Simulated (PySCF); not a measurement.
**Sn: excitation energy**

Sn [Kr] 4d10 5s2 5p2 (3P) → Sn [Kr] 4d10 5s2 5p1 5d1 (high-spin determinant), as a difference of total energies. Computed with PySCF 2.14 in aug-cc-pVQZ-PP with one added diffuse shell each of s, p, d, f, g type with ECP28MDF (8s8p6d4f3g, 117 functions), with scalar relativity through the core potential. Correlated levels: valence: 4s2 4p6 4d10 frozen. The calculations carry no spin-orbit coupling.

```json
{"method": "UHF", "excitation energy (eV)": "5.207"}
{"method": "LDA", "excitation energy (eV)": "5.223"}
{"method": "PBE", "excitation energy (eV)": "5.029"}
{"method": "PBE0", "excitation energy (eV)": "5.199"}
{"method": "r2SCAN", "excitation energy (eV)": "5.383"}
{"method": "CAM-B3LYP", "excitation energy (eV)": "5.361"}
{"method": "wB97M-V", "excitation energy (eV)": "5.438"}
{"method": "M06", "excitation energy (eV)": "4.934"}
{"method": "MP2 (valence)", "excitation energy (eV)": "5.401"}
{"method": "SCS-MP2 (valence)", "excitation energy (eV)": "5.367"}
```

How much does correlation contribute at MP2 (valence)?

5.401 − (5.207) = 0.194 eV, measured against UHF.

The promoted electron is Rydberg-like, and one or two diffuse shells describe it only roughly, which tends to raise the upper state.

The determinant of the upper state mixes LS terms, which raises its energy above the lowest term, most at the Hartree-Fock and MP2 levels.
